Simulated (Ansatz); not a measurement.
Reaction (atomization): `CO[SiH2][SeH]` → C• + 6 H• + O• + Se• + Si•

Gas-phase electronic energies from Ansatz, PBE0-D4/def2-TZVP geometries. CBS: MP2 limit from def2 TZ/QZ plus the TZ coupled-cluster correction, frozen cores. This one scheme is used for every species, atoms too. Open shells (•) are unrestricted, without spin–orbit coupling. Spin–orbit coupling would lower the free atoms: a little for C, O, Si; clearly for Se. For Se outer-core shells are correlated without core-valence functions, so the limit isn't a true one: a few kJ/mol of doubt a bond, and 10 to 20 or more in all where bonds break to atoms. Scalar relativity is left out up to krypton. One conformer a species, not always the lowest.

```
        species  CCSD(T)/CBS(def2) energy (Eh)
`CO[SiH2][SeH]`                    -2806.67109
             C•                      -37.79194
             H•                       -0.50000
             O•                      -75.00631
            Se•                    -2400.63306
            Si•                     -288.94402
```

Work out ΔE.

ΔE = 6 × (-0.50000) + (-37.79194) + (-75.00631) + (-2400.63306) + (-288.94402) − (-2806.67109) = 1.29576 Eh = +3402.0 kJ/mol.

Largest T1 diagnostic among the species: 0.012.

Leaving LDA and LC-ωPBE aside and taking each functional with its dispersion term where it has one, the values, not all of them listed here, spread over 114.8 kJ/mol, from BHLYP-D4 to PBE-D4. LDA lies +458.6 kJ/mol from PBE without D4, its usual overbinding. From r2SCAN to r2SCAN0 (25 % exact exchange), in def2-TZVPP and without D4, ΔE moves by −49.0 kJ/mol: exact exchange takes away binding that semilocal exchange gives to molecules. At CCSD(T), def2-SVP lies −240.0 kJ/mol from the extrapolated value and def2-TZVPP −96.9 kJ/mol: correlation converges slowly with the basis, and small sets miss more of it in the bonded molecule than in its fragments.

For atomizations the MP2-based limit and the directly extrapolated one differ by several kJ/mol either way, and by 10 to 25 for some Ge, Se and Sn compounds, so smaller differences from it don't rank the levels.
